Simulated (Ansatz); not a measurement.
Consider the ligand exchange at the Si–C bond: `C=C([SiH3])C[SiH3]` + `CC[SeH]` → `CC[Se][SiH3]` + `C=CC[SiH3]`.

Calculated with Ansatz (gas phase, PBE0-D4/def2-TZVP geometries, no zero-point term in ΔE). CBS: MP2 limit from def2 TZ/QZ plus the TZ coupled-cluster correction, frozen cores. DFT in def2-TZVPP. HSE06 is defined as in plane-wave codes. For Se outer-core shells are correlated without core-valence functions, which leaves a few kJ/mol of doubt a bond. Scalar relativity is left out up to krypton. One conformer a species, not always the lowest.

```json
{"level": "LDA (SPW92)", "ΔE (kcal/mol)": "-13.9", "difference from CCSD(T)/CBS": "1.3"}
{"level": "PBE-D4", "ΔE (kcal/mol)": "-14.9", "difference from CCSD(T)/CBS": "0.3"}
{"level": "BLYP-D4", "ΔE (kcal/mol)": "-13.8", "difference from CCSD(T)/CBS": "1.4"}
{"level": "HSE06-D4", "ΔE (kcal/mol)": "-15.5", "difference from CCSD(T)/CBS": "-0.3"}
{"level": "CAM-B3LYP-D4", "ΔE (kcal/mol)": "-14.1", "difference from CCSD(T)/CBS": "1.1"}
{"level": "PBE", "ΔE (kcal/mol)": "-15.7", "difference from CCSD(T)/CBS": "-0.5"}
{"level": "BLYP", "ΔE (kcal/mol)": "-15.5", "difference from CCSD(T)/CBS": "-0.3"}
{"level": "r2SCAN0", "ΔE (kcal/mol)": "-16.1", "difference from CCSD(T)/CBS": "-0.9"}
{"level": "BHLYP", "ΔE (kcal/mol)": "-15.9", "difference from CCSD(T)/CBS": "-0.7"}
{"level": "HF/def2-SVP", "ΔE (kcal/mol)": "-15.4", "difference from CCSD(T)/CBS": "-0.2"}
{"level": "CCSD(T)/def2-SVP", "ΔE (kcal/mol)": "-12.9", "difference from CCSD(T)/CBS": "2.3"}
{"level": "MP2/def2-TZVPP", "ΔE (kcal/mol)": "-14.9", "difference from CCSD(T)/CBS": "0.3"}
{"level": "CCSD/def2-TZVPP", "ΔE (kcal/mol)": "-14.6", "difference from CCSD(T)/CBS": "0.6"}
{"level": "HF/def2-QZVPP", "ΔE (kcal/mol)": "-16.6", "difference from CCSD(T)/CBS": "-1.4"}
{"level": "MP2/def2-QZVPP", "ΔE (kcal/mol)": "-15.4", "difference from CCSD(T)/CBS": "-0.2"}
{"level": "CCSD/CBS(def2)", "ΔE (kcal/mol)": "-15.5", "difference from CCSD(T)/CBS": "-0.3"}
{"level": "CCSD(T)/CBS", "ΔE (kcal/mol)": "-15.2", "difference from CCSD(T)/CBS": "0"}
```

Largest T1 diagnostic among the species: 0.011.

Leaving LDA and LC-ωPBE aside and taking each functional with its dispersion term where it has one, the values, not all of them listed here, spread over 2.0 kcal/mol, from r2SCAN0-D4 to BLYP-D4. LDA lies +1.9 kcal/mol from PBE without D4. At CCSD(T), def2-SVP lies +2.3 kcal/mol from the extrapolated value and def2-TZVPP +1.0 kcal/mol. In def2-TZVPP, CCSD(T) changes the Hartree–Fock value by +2.4 kcal/mol (the triples alone add +0.3 kcal/mol) and MP2 by +1.7 kcal/mol.
